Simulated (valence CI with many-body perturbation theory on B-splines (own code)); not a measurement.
The numbers below are computed, except where a source is named.
From CI to CI+MBPT in Ag XXXIV

Level of theory: configuration interaction combined with many-body perturbation theory (CI+MBPT): four valence electrons over a frozen Dirac-Fock core [Ne], radial functions for each j: 11 s, 11 p, 9 d, 7 f, 5 g, 2 h, 1 i, with the one-electron correlation potential Σ1 (screened to all orders), the two-electron term Σ2, the three-electron term Σ3, Breit, model QED; selected single and double excitations, second order for the rest (own B-spline code, finite nucleus).

No measured spectrum was set against this ion. As an estimate, large intervals hold to a few tenths of a per cent, small ones and those within an open d or f shell to about a per cent.

Each rung adds one term. CI alone is the Dirac-Coulomb CI over the frozen core; QED comes last and gives the full result, which names the levels. Energies are above (3s^2 3p1/2^2) J=0 on the same rung, in eV.

Levels are named by their leading jj configuration (3d3/2^4 stands for four electrons in 3d with j = 3/2), which in mixed levels can hold well under half, so a name can repeat and another be missing. Letters in brackets count levels of one name in rising energy.

```tsv
Level	CI alone
(3s^2 3p1/2 3p3/2) J=1	36.84
(3s^2 3p1/2 3p3/2) J=2	42.24
(3s^2 3p3/2^2) J=2	82.89
(3s^2 3p3/2^2) J=0	94.71
(3s 3p1/2^2 3p3/2) J=2	118.34
(3s 3p1/2^2 3p3/2) J=1	135.37
(3s 3p1/2 3p3/2^2) J=2 [a]	151.94
(3s^2 3p1/2 3d3/2) J=2	158.96
(3s 3p1/2 3p3/2^2) J=3	161.00
(3s 3p1/2 3p3/2^2) J=0	172.79
(3s 3p1/2 3p3/2^2) J=1 [a]	175.62
(3s 3p1/2 3p3/2^2) J=2 [b]	179.02
(3s^2 3p1/2 3d5/2) J=3	182.09
(3s^2 3p1/2 3d3/2) J=1	184.10
(3s^2 3p1/2 3d5/2) J=2	189.76
(3s 3p1/2 3p3/2^2) J=1 [b]	191.40
```

Task: What do these energies become with core correlation, Breit and QED?

Result: (3s^2 3p1/2 3p3/2) J=1 36.39 (-0.455); (3s^2 3p1/2 3p3/2) J=2 41.64 (-0.602); (3s^2 3p3/2^2) J=2 81.86 (-1.029); (3s^2 3p3/2^2) J=0 93.70 (-1.012); (3s 3p1/2^2 3p3/2) J=2 117.53 (-0.806); (3s 3p1/2^2 3p3/2) J=1 134.41 (-0.961); (3s 3p1/2 3p3/2^2) J=2 [a] 150.79 (-1.147); (3s^2 3p1/2 3d3/2) J=2 157.63 (-1.324); (3s 3p1/2 3p3/2^2) J=3 159.58 (-1.424); (3s 3p1/2 3p3/2^2) J=0 171.52 (-1.264); (3s 3p1/2 3p3/2^2) J=1 [a] 174.09 (-1.528); (3s 3p1/2 3p3/2^2) J=2 [b] 177.37 (-1.646); (3s^2 3p1/2 3d5/2) J=3 180.20 (-1.889); (3s^2 3p1/2 3d3/2) J=1 182.28 (-1.820); (3s^2 3p1/2 3d5/2) J=2 187.70 (-2.055); (3s 3p1/2 3p3/2^2) J=1 [b] 189.47 (-1.938).

Task: How does the ionisation energy move along the ladder, and which term matters most?

Result: CI alone 2076.6, + Σ1 2077.5, + Σ2 2077.5, + Σ3 2077.3, + Breit 2075.5, + QED 2075.5 eV. The largest step is Breit, -1.8 eV. NIST lists 2077 ± 4 eV (semi-empirical).
